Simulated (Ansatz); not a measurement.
Energy needed to pull apart C3H3B (SMILES B=C=C=C), singlet, into free ground-state atoms, from the structure below (displaced at random from a GFN2-xTB minimum); no zero-point or spin–orbit terms; open-shell atoms are treated unrestricted, in their ground-state multiplicity.

B1  (-2.212, -0.207, 0.199)
C2  (-0.888, -0.003, 0.208)
C3  (0.359, 0.088, -0.190)
C4  (1.758, 0.161, -0.156)
H5  (-3.316, -0.300, 0.424)
H6  (2.182, 0.082, -1.085)
H7  (2.350, 0.429, 0.699)
(Å)

Program: Ansatz 0.2.0. Basis: def2-TZVPP. Cores are frozen in the correlated methods.

```
   method  atomization energy (eV)
   PBE-D4                        ?
  BLYP-D4                    31.43
r2SCAN-D4                        ?
  PBE0-D4                    31.30
 BHLYP-D4                    29.76
  wB97M-V                    30.84
       HF                    22.23
      MP2                    30.77
     CCSD                    29.10
  CCSD(T)                    29.86
```

What does r2SCAN-D4 give? (To be estimated.)

Computed: 31.28 eV, which is about 1.42 eV more than CCSD(T)/def2-TZVPP.

What does PBE-D4 give? (Judge from chemistry; the value comes from the calculation.)

Computed: 32.29 eV, which is about 2.43 eV more than CCSD(T)/def2-TZVPP.

In triple zeta the MP2 and coupled-cluster atomization energies are still short of their basis limit by a few kcal/mol a bond, whereas those of the functionals are nearly converged, so these differences are not deviations from converged CCSD(T).

The T1 diagnostic stays at or below 0.018. The restricted Hartree–Fock reference is unstable towards an unrestricted one here.

For scale, one of the runs: CCSD(T)/def2-TZVPP forces, 166 basis functions (an equivalent command: `ansatz run in.yaml --threads 4`). Hardware: 4 CPU threads, shared host. Wall time 76 s; peak host memory 2.7 GiB.
